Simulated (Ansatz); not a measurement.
Reactions of H9NOSi3 (`N[SiH](O)[SiH2][SiH3]`).

Computed with Ansatz on PBE0-D4/def2-TZVP structures; ΔE is electronic, products minus reactants. CBS: MP2 limit from def2 TZ/QZ plus the TZ coupled-cluster correction, frozen cores. This one scheme is used for every species, atoms too. No spin–orbit coupling; open shells (•) take unrestricted orbitals. Spin–orbit coupling would lower the free atoms: a little for O, Si. Each species was taken in one conformer, which may not be the lowest.

Problem. Order these by ΔE at CCSD(T)/CBS, lowest first. (Best estimate.)
A. `N[SiH](O)[SiH2][SiH3]` + H₂S → `O[SiH](S)[SiH2][SiH3]` + NH₃
B. `N[SiH](O)[SiH2][SiH3]` → 9 H• + N• + O• + 3 Si•
C. `N[SiH](O)[SiH2][SiH3]` + NH₃ → `N[SiH](N)O` + disilane
D. `N[SiH](O)[SiH2][SiH3]` + `N[SiH](F)F` → `N[SiH](O)[Si](N)(F)F` + disilane
E. `N[SiH](O)[SiH2][SiH3]` + H–F → `O[SiH](F)[SiH2][SiH3]` + NH₃
F. `N[SiH](O)[SiH2][SiH3]` → `N[Si]O` + disilane
G. `N[SiH](O)[SiH2][SiH3]` + `N[SiH](O)Cl` → `N[Si@H](Cl)O[Si@@H](N)O` + disilane
H. `N[SiH](O)[SiH2][SiH3]` + `N[SiH2]S` → `N[SiH2]S[SiH](N)O` + disilane

Solution. G (-139.4 kJ/mol), H (-94.8 kJ/mol), E (-83.2 kJ/mol), C (-73.8 kJ/mol), A (-5.0 kJ/mol), D (+18.0 kJ/mol), F (+130.7 kJ/mol), B (+4546.4 kJ/mol).

Largest T1 diagnostic: 0.014, for `N[Si]O`.
